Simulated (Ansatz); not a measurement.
P7S2⁺. Total charge 1; singlet. Geometry PBE-D4/def2-SVP; atoms count from 1.

```xyz
9

P    -0.251   -1.642   -1.277
P    -0.838   -2.332    0.825
P     0.973    2.119    0.583
P     0.414    0.192    1.774
P    -1.711   -0.194    1.216
P    -1.554    0.116   -1.024
P    -0.137    1.921   -1.377
S     1.209   -1.389    0.415
S     1.894    1.208   -1.135
```

Another isomer (singlet) lies 0.38 eV lower at PBE0-D4/def2-TZVP; other spin states weren't run for this one.

Estimate the Mulliken populations from the PBE0/def2-TZVP orbitals of Ansatz.


| atom | charge (e) |
| --- | --- |
| P1 | 0.17 |
| P2 | 0.20 |
| P3 | 0.16 |
| P4 | 0.14 |
| P5 | 0.07 |
| P6 | 0.06 |
| P7 | 0.16 |
| S8 | 0.10 |
| S9 | -0.07 |
Mulliken values and Mayer orders depend strongly on the basis.

And the Mayer bond orders between bonded heavy atoms (over 0.3)?

P1–P2 0.98 (2.29 Å); P1–P6 1.10 (2.20 Å); P1–S8 0.85 (2.25 Å); P2–P5 0.97 (2.34 Å); P2–S8 0.89 (2.29 Å); P3–P4 0.93 (2.33 Å); P3–P7 0.99 (2.26 Å); P3–S9 1.10 (2.15 Å); P4–P5 1.01 (2.23 Å); P4–S8 0.91 (2.23 Å); P5–P6 0.97 (2.27 Å); P6–P7 0.93 (2.32 Å); P7–S9 1.09 (2.17 Å).
